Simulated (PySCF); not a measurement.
Stepwise substitution at one centre (In H-OH). Isolated molecules, 0 K electronic values unless said otherwise. One relaxed conformer stands for each flexible species; it need not be the lowest. Strings in code marks are SMILES.

The S1–T1 gap (TDA) from two functionals at the same geometries (B3LYP-D3(BJ)/def2-TZVP), both in PySCF: PBE-D3(BJ)/def2-TZVP and B3LYP-D3(BJ)/def2-TZVP. B3LYP has the VWN-RPA correlation part, as in Gaussian. Excitations are Tamm–Dancoff values on a coarser integration grid. The basis has no diffuse functions, so Rydberg states are missing or too high.

```
species                                                                               PBE-D3(BJ)/def2-TZVP (eV)
------------------------------------------------------------------------------------  -------------------------
1 of 3 H replaced by OH                                                                                    0.56
2 of 3 H replaced by OH (`[OH][InH][OH]` (H–O–In–O torsion 0°, O–In–O–H torsion 0°))                       0.32
3 of 3 H replaced by OH (`[OH][In]([OH])[OH]`)                                                             0.33
```

**Question.** What does B3LYP-D3(BJ)/def2-TZVP give for each?

**Answer.** 
- 1 of 3 H replaced by OH: 0.41
- 2 of 3 H replaced by OH (`[OH][InH][OH]` (H–O–In–O torsion 0°, O–In–O–H torsion 0°)): 0.37
- 3 of 3 H replaced by OH (`[OH][In]([OH])[OH]`): 0.38
Over these rows, drawn at random from the members with no instability flagged (it was tested for open shells, ions and some series alone), PBE minus B3LYP-D3(BJ): mean +0.02 eV, from -0.05 eV to +0.15 eV.
